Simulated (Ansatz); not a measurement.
Born–Oppenheimer molecular dynamics of C$_{2}$H$_{6}$BCl (10 atoms, charge 0, multiplicity 1). It starts from a relaxed structure.

The calculation used Ansatz, RKS LDA/6-31G.

```
ensemble        : NVT, Langevin thermostat
time step       : 0.5 fs
steps asked     : 166
set temperature : 500 K
friction        : 0.001 /fs
seed            : 832997
```

First frame:

```xyz
10
Properties=species:S:1:pos:R:3
B 0.004 -0.020 -0.071
Cl -0.018 -0.119 1.750
C 1.382 0.077 -0.766
H 1.671 -0.949 -1.088
H 1.330 0.682 -1.692
H 2.191 0.452 -0.116
C -1.367 -0.049 -0.789
H -2.067 -0.775 -0.335
H -1.848 0.947 -0.670
H -1.277 -0.245 -1.873
```

(1) How far do the bonds stretch over the last three quarters of this one trajectory? (Pairs bonded in most of those frames.)

## Answers

(1) 
```json
{"bond": "B1–Cl2", "mean (Å)": "1.836", "spread (Å)": "0.034", "shortest": "1.77", "longest": "1.88"}
{"bond": "B1–C3", "mean (Å)": "1.546", "spread (Å)": "0.026", "shortest": "1.50", "longest": "1.58"}
{"bond": "B1–C7", "mean (Å)": "1.543", "spread (Å)": "0.027", "shortest": "1.50", "longest": "1.59"}
{"bond": "C3–H4", "mean (Å)": "1.111", "spread (Å)": "0.041", "shortest": "1.04", "longest": "1.18"}
{"bond": "C3–H5", "mean (Å)": "1.116", "spread (Å)": "0.034", "shortest": "1.05", "longest": "1.17"}
{"bond": "C3–H6", "mean (Å)": "1.115", "spread (Å)": "0.020", "shortest": "1.08", "longest": "1.15"}
{"bond": "C7–H8", "mean (Å)": "1.108", "spread (Å)": "0.012", "shortest": "1.09", "longest": "1.13"}
{"bond": "C7–H9", "mean (Å)": "1.113", "spread (Å)": "0.026", "shortest": "1.07", "longest": "1.16"}
{"bond": "C7–H10", "mean (Å)": "1.107", "spread (Å)": "0.020", "shortest": "1.07", "longest": "1.14"}
```

Mean temperature of the second half: 347 K. The mean temperature of the second half is 31 % below the set value. A run of 0.083 ps of so small a system gives no equilibrium averages. Limits of this set-up: no polarisation functions.

Run time: 4.4 min on 1 thread of Arm Neoverse V1, on a shared host, peak memory 0.098 GiB.
